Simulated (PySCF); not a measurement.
## Ionisation energy of Cd³⁶⁺ by level of theory

Cd³⁶⁺ [Ne] 3s2 → Cd³⁷⁺ [Ne] 3s1 [3s1/2^1, M_J = 1/2], as a difference of total energies. All numbers are calculated (PySCF 2.14, the two-component X2C-1e Hamiltonian, in an even-tempered Gaussian basis (18 s from 7 bohr⁻², ratio 2.4; 13 p from 9 bohr⁻², ratio 2.4; 4 d from 30 bohr⁻², ratio 2.6; 4 f from 45 bohr⁻², ratio 2.6)). Correlated levels: 1s2 frozen; the 48 highest virtual spinors dropped. "Screened" scales the spin-orbit matrix elements by Boettger's factors to mimic the two-electron term; Breit and QED terms are absent.

```csv
method,ionisation energy (eV)
GHF (spin-free),2420.7
GHF (screened spin-orbit),2420.7
GMP2 (screened spin-orbit),2424.0
```

**Question.** How much does correlation contribute at GMP2 (screened spin-orbit)?

**Answer.** 2424.0 − (2420.7) = 3.3 eV, measured against GHF (screened spin-orbit).

Breit and QED terms and the two-electron picture change are absent.

For comparison: 2427 ± 3 eV (semi-empirical (NIST evaluation); NIST Atomic Spectra Database, ionization energies).
